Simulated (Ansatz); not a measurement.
Rb2F2. The state is a singlet with charge 0. Geometry PBE0-D4/def2-TZVP, that of the charge +1 doublet.

```xyz
4

Rb   -1.431   -0.032   -2.029
Rb    1.432    0.030    2.028
F    -0.617   -0.612    0.445
F     0.616    0.614   -0.444
```

In the def2 sets Rb takes a core potential; there is no spin–orbit coupling. The structure comes from a short search, and lower isomers may exist.

Q: Estimate the orbital energies around the gap (eV) in Ansatz with PBE-D4/def2-TZVP, r2SCAN-D4/def2-TZVP, PBE0-D4/def2-TZVP.

A: 
| orbital | PBE-D4/def2-TZVP | r2SCAN-D4/def2-TZVP | PBE0-D4/def2-TZVP |
| --- | --- | --- | --- |
| HOMO−5 | -4.67 | -4.71 | -6.23 |
| HOMO−4 | -4.15 | -4.17 | -5.55 |
| HOMO−3 | -3.98 | -4.04 | -5.43 |
| HOMO−2 | -3.31 | -3.33 | -4.69 |
| HOMO−1 | -2.86 | -2.92 | -4.28 |
| HOMO | -1.34 | -1.31 | -2.65 |
| LUMO | -1.07 | -0.43 | -0.55 |
| LUMO+1 | -0.90 | -0.28 | -0.42 |
| LUMO+2 | 0.11 | 0.45 | 0.42 |
| LUMO+3 | 0.14 | 0.46 | 0.43 |
| LUMO+4 | 0.19 | 0.47 | 0.44 |
| LUMO+5 | 0.21 | 0.48 | 0.47 |
